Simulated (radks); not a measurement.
Results of a calculation; reference values are marked as such.
How relativity changes the ionisation of neutral erbium ([Xe] 4f12 6s2) to Er+ ([Xe] 4f12 6s1). Spin-unpolarised spherical Kohn-Sham, BLYP, point nucleus unless stated (finite: rms radius 5.2516 fm), a radial shooting solver on a logarithmic mesh with Libxc functionals. A level marked "c x" has the speed of light scaled by that factor and shares open shells by 2j + 1; other Dirac levels either fill j = l - 1/2 first or share by 2j + 1.

| level | E(Er) (hartree) | E(Er+) (hartree) | IE (eV) | HOMO | <r> HOMO (bohr) |
|---|---|---|---|---|---|
| non-rel. | -12502.4846 | -12502.2695 | 5.855 | 6s | 4.295 |
| scalar-rel. | -13087.2339 | -13087.0007 | 6.347 | 4f | 0.8343 |
| scalar-rel., finite nucleus | -13085.8988 | -13085.6656 | 6.346 | 4f | 0.8343 |
| Dirac, 2j+1 shares | -13100.5897 | -13100.3564 | 6.350 | 4f7/2 | 0.8464 |
| Dirac, low j first | -13100.6238 | -13100.3905 | 6.349 | 4f7/2 | 0.8478 |
| Dirac, 2j+1 shares, finite nucleus | -13099.2451 | -13099.0117 | 6.349 | 4f7/2 | 0.8464 |
| Dirac, c x 1.25 | -12866.9775 | -12866.7519 | 6.140 | 6s1/2 | 4.116 |
| Dirac, c x 3 | -12561.7647 | -12561.5480 | 5.898 | 6s1/2 | 4.266 |
| Dirac, c x 100 | -12502.5373 | -12502.3221 | 5.855 | 6s1/2 | 4.295 |

NIST Atomic Spectra Database: 6.108 eV (measured). The relativistic part of the total energy of Er is -596.8 hartree (Dirac, 2j+1 shares, finite nucleus), 4.8 % of the non-relativistic value. Spin polarisation and multiplet splitting of open shells are left out at every level.

Beside tabulated values, note that relativity, absent from the non-relativistic runs, is large for the heavy elements, and spin-unpolarised runs miss the spin-polarisation part of the exchange energy of open shells.
